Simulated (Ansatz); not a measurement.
Two isomers of CH7FOSi2: A = `FC([SiH3])O[SiH3]`, B = `C[SiH2][SiH](O)F`.

Gas-phase electronic energies from Ansatz, PBE0-D4/def2-TZVP geometries. CBS: MP2 limit from def2 TZ/QZ plus the TZ coupled-cluster correction, frozen cores. DFT in def2-TZVPP. B3LYP here is the variant with VWN-RPA as its local correlation; programs differ in this. One conformer a species, not always the lowest.

Task: Which isomer does CCSD(T)/CBS put lower? Give the gap. (Best estimate.)

Result: The calculation gave: B, by 77.0 kcal/mol.

Task: Give E(B) − E(A) in kcal/mol with PBE0-D4, B2PLYP, B3LYP, MP2/def2-TZVPP, HF/def2-TZVPP, r2SCAN-D4, ωB97M-V. (Estimate.)

Result: Ansatz gave: PBE0-D4 -75.9, B2PLYP -74.6, B3LYP -73.1, MP2/def2-TZVPP -77.8, HF/def2-TZVPP -71.5, r2SCAN-D4 -75.8, ωB97M-V -73.6. None reverses the order clearly.

Largest T1 diagnostic: 0.012.

From PBE to PBE0 (25 % exact exchange), in def2-TZVPP and without D4, E(B) − E(A) moves by −1.6 kcal/mol. In def2-TZVPP, CCSD(T) changes the Hartree–Fock value by −3.3 kcal/mol (the triples alone add +0.2 kcal/mol) and MP2 by −6.3 kcal/mol.
